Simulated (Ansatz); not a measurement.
`[F][SnH]([SiH3])[Cl]` + HCl → `[F][SnH]([Cl])[Cl]` + SiH₄  (cleavage of the Sn–Si bond)

Calculated with Ansatz (gas phase, PBE0-D4/def2-TZVP geometries, no zero-point term in ΔE). CCSD(T)/CBS is the MP2 limit (def2-TZVPP, def2-QZVPP) plus CCSD(T) − MP2 in def2-TZVPP, frozen cores. This one scheme is used for every species. DFT in def2-TZVPP. HSE06 is defined as in plane-wave codes. Elements past krypton have def2 core potentials. For Sn outer-core shells are correlated without core-valence functions, which leaves a few kJ/mol of doubt a bond.

CCSD(T)/CBS gives -51.5 kJ/mol.

Another level gave -51.0 kJ/mol. Which?
A. BHLYP/def2-TZVPP
B. HSE06/def2-TZVPP
C. RPA@PBE/def2-TZVPP
D. LDA (SPW92)/def2-TZVPP

C. RPA@PBE/def2-TZVPP -51.0, HSE06 -45.6, BHLYP -58.5, LDA (SPW92) -36.1 kJ/mol.

Largest T1 diagnostic among the species: 0.013.

At CCSD(T), def2-SVP lies −4.9 kJ/mol from the extrapolated value and def2-TZVPP +0.6 kJ/mol. From BLYP to BHLYP (50 % exact exchange), in def2-TZVPP and without D4, ΔE moves by −8.2 kJ/mol. Leaving LDA and LC-ωPBE aside and taking each functional with its dispersion term where it has one, the values, not all of them listed here, spread over 18.6 kJ/mol, from B97M-V to PBE-D4. LDA lies +5.9 kJ/mol from PBE without D4.
